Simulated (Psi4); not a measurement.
Method: SAPT0/jun-cc-pVDZ, frozen core run with Psi4 1.11.

Psi4 input:

```
molecule {
0 1
Si -0.00000077 -0.00000146 0.00000026
H -0.54832244 1.35970897 0.20484226
H 0.47742560 -0.53952660 1.29321664
H -1.05789706 -0.88213661 -0.54233300
H 1.12879467 0.06195570 -0.95572615
--
0 1
F -1.05365200 1.01208320 -3.20602315
Si -0.95574567 2.53965694 -2.86822917
F -1.20305895 3.37966905 -4.16821657
F -2.03785439 2.90638862 -1.79511286
F 0.47116410 2.86087498 -2.30431106
units angstrom
symmetry c1
no_reorient
no_com
}
set basis jun-cc-pvdz
set scf_type df
set freeze_core true
energy('sapt0')
```

Part of the output:

```
    SAPT Results
  --------------------------------------------------------------------------------------------------------
    Electrostatics                 -0.34855264 [mEh]      -0.21872009 [kcal/mol]      -0.91512484 [kJ/mol]
      Elst10,r                     -0.34855264 [mEh]      -0.21872009 [kcal/mol]      -0.91512484 [kJ/mol]

    Exchange                        3.30601424 [mEh]       2.07455526 [kcal/mol]       8.67993920 [kJ/mol]
      Exch10                        3.30601424 [mEh]       2.07455526 [kcal/mol]       8.67993920 [kJ/mol]
      Exch10(S^2)                   3.30102765 [mEh]       2.07142612 [kcal/mol]       8.66684690 [kJ/mol]

    Induction                      -0.34238539 [mEh]      -0.21485008 [kcal/mol]      -0.89893271 [kJ/mol]
      Ind20,r                      -1.75468171 [mEh]      -1.10107939 [kcal/mol]      -4.60691618 [kJ/mol]
      Exch-Ind20,r                  1.47659495 [mEh]       0.92657732 [kcal/mol]       3.87679950 [kJ/mol]
      delta HF,r (2)               -0.06429863 [mEh]      -0.04034800 [kcal/mol]      -0.16881603 [kJ/mol]

    Dispersion                     -1.75174889 [mEh]      -1.09923902 [kcal/mol]      -4.59921607 [kJ/mol]
      Disp20                       -1.93872299 [mEh]      -1.21656705 [kcal/mol]      -5.09011652 [kJ/mol]
      Exch-Disp20                   0.18697410 [mEh]       0.11732802 [kcal/mol]       0.49090044 [kJ/mol]
      Disp20 (SS)                  -0.96936150 [mEh]      -0.60828352 [kcal/mol]      -2.54505826 [kJ/mol]
      Disp20 (OS)                  -0.96936150 [mEh]      -0.60828352 [kcal/mol]      -2.54505826 [kJ/mol]
      Exch-Disp20 (SS)              0.10894776 [mEh]       0.06836575 [kcal/mol]       0.28604231 [kJ/mol]
      Exch-Disp20 (OS)              0.07802634 [mEh]       0.04896227 [kcal/mol]       0.20485814 [kJ/mol]

  Total HF                          2.61507621 [mEh]       1.64098510 [kcal/mol]       6.86588165 [kJ/mol]
  Total SAPT0                       0.86332732 [mEh]       0.54174608 [kcal/mol]       2.26666558 [kJ/mol]
```
